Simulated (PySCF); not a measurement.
Where the electron goes

Compound: C₅H₈OSi.
Cartesian coordinates in Å at the GFN2-xTB level; atoms count from 1:
```
atom  x, y, z in Å
C1    -1.623    0.029   -2.492
C2    -1.280   -0.262   -1.119
C3    -0.972   -0.492    0.022
C4    -0.658   -0.781    1.363
C5     0.496   -0.478    1.963
O6     1.560    0.142    1.439
Si7    1.975    0.760   -0.008
H8    -1.057    0.893   -2.842
H9    -2.689    0.242   -2.576
H10   -1.385   -0.826   -3.126
H11   -1.420   -1.288    1.938
H12    0.653   -0.738    3.005
H13    3.310    1.224    0.350
H14    1.999   -0.272   -1.044
H15    1.088    1.854   -0.399
```

The calculation used TDDFT PBE0/def2-SVPD, vertical, gas phase, core orbitals frozen in the response (PySCF).

Kohn–Sham orbitals with the atoms that hold most of them (Löwdin shares over 4%, at most four atoms; ? is withheld):

| orbital | ε (eV) | atoms |
| --- | --- | --- |
| LUMO+2 | 0.60 | Si7 22%, C1 21%, H8 9%, C2 9% |
| LUMO+1 | 0.23 | Si7 32%, O6 10%, H14 10%, H15 10% |
| LUMO | -0.38 | C5 28%, C4 19%, C2 14%, C3 12% |
| HOMO | -6.29 | ? |
| HOMO-1 | -7.55 | ? |
| HOMO-2 | -8.91 | C3 27%, C4 18%, C2 17%, O6 14% |
| HOMO-3 | -9.13 | O6 35%, Si7 21%, H13 15%, H14 6% |

Task: Give the leading atoms of the HOMO.

Result: C2 (bonded to 2 C) 21%; C4 (bonded to 2 C and H) 20%; C5 (bonded to C, O and H) 18%; C3 (bonded to 2 C) 16%.

Task: Give the leading atoms of the HOMO-1.

Result: C3 (bonded to 2 C) 35%; C2 (bonded to 2 C) 34%; C1 (bonded to C and 3 H) 7%; C4 (bonded to 2 C and H) 6%.

Task: How does S1 compare with the orbital gap of 5.91 eV?

Result: S1 is at 5.25 eV (f = 0.070), 0.66 eV below the gap, made of HOMO→LUMO+1 (62%), HOMO→LUMO (27%). Its leading pair isn't HOMO and LUMO; the energies of that pair differ by 6.53 eV. Without the coupling terms of the response equations the lowest excitation would equal the gap.

Next come S2 at 5.29 eV (f 0.182), HOMO→LUMO (63%), HOMO→LUMO+1 (26%); S3 at 5.53 eV (f 0.0002), HOMO-1→LUMO (95%); S4 at 5.93 eV (f 0.0027), HOMO→LUMO+2 (97%); S5 at 5.99 eV (f 0.0004), HOMO→LUMO+3 (69%), HOMO→LUMO+4 (14%).

Löwdin shares depend on the basis, the more so with diffuse functions.

Time: 48 s (with the writing of density and orbital grids); peak memory 0.86 GiB. Hardware: an Intel Xeon Platinum 8488C with one thread, on a shared host.

One conformer stands for the species.
